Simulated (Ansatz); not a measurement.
CH2N, charge +1, singlet, at a GFN2-xTB geometry. Base run: PBE0/6-31G* in Ansatz (a program for electronic structure).

The Ansatz input:
Ansatz 0.2 input:
```yaml
crystal:
  periodic: [false, false, false]
  atoms:
    - {symbol: C, position_ang: [-0.00000000, -0.00000000, -0.60033760]}
    - {symbol: N, position_ang: [0.00000000, 0.00000000, 0.53266898]}
    - {symbol: H, position_ang: [-0.00000000, -0.00000000, -1.67489223]}
    - {symbol: H, position_ang: [0.00000000, 0.00000000, 1.54823496]}
basis:
  gaussian:
    orbitals: 6-31G*
hamiltonian:
  xc: pbe0
total_charge: 1
```

The bond that is stretched is that between atoms 4 and 2. A test that says stable can miss a lower solution.

Each row names what was changed in the base input (with any setting that the change needs).

```tsv
change	ΔE vs base (kcal/mol)	<S^2>	stability test says
base	0.000	0.000	minimum (restricted orbitals)
spin_polarized = on; lower_state_search = off	0.000	0.000	undecided (no full test)
spin_polarized = on; lower_state_search = standard	0.000	0.000	minimum
bond × 1.25	20.45	0.000	minimum (restricted orbitals)
spin_polarized = on; lower_state_search = off; bond × 1.25	20.45	0.000	undecided (no full test)
spin_polarized = on; lower_state_search = standard; bond × 1.25	20.45	0.000	minimum
bond × 1.5	52.97	0.000	minimum (restricted orbitals)
spin_polarized = on; lower_state_search = off; bond × 1.5	52.97	0.000	undecided (no full test)
spin_polarized = on; lower_state_search = standard; bond × 1.5	52.97	0.000	minimum
bond × 1.8	86.3	0.000	minimum (restricted orbitals)
spin_polarized = on; lower_state_search = off; bond × 1.8	86.3	0.000	undecided (no full test)
spin_polarized = on; lower_state_search = standard; bond × 1.8	86.3	0.000	minimum
bond × 2.2	117.0	0.000	minimum (restricted orbitals)
spin_polarized = on; lower_state_search = off; bond × 2.2	117.0	0.000	undecided (no full test)
spin_polarized = on; lower_state_search = standard; bond × 2.2	116.7	0.107	minimum
bond × 3.0	146.8	0.000	minimum (restricted orbitals)
spin_polarized = on; lower_state_search = off; bond × 3.0	146.8	0.000	undecided (no full test)
spin_polarized = on; lower_state_search = standard; bond × 3.0	139.2	0.414	minimum
```

Where a bond breaks into two radicals, a solution with restricted orbitals usually stops being the lowest and lies too high; an unrestricted one lies lower at the price of spin contamination, which <S^2> shows.
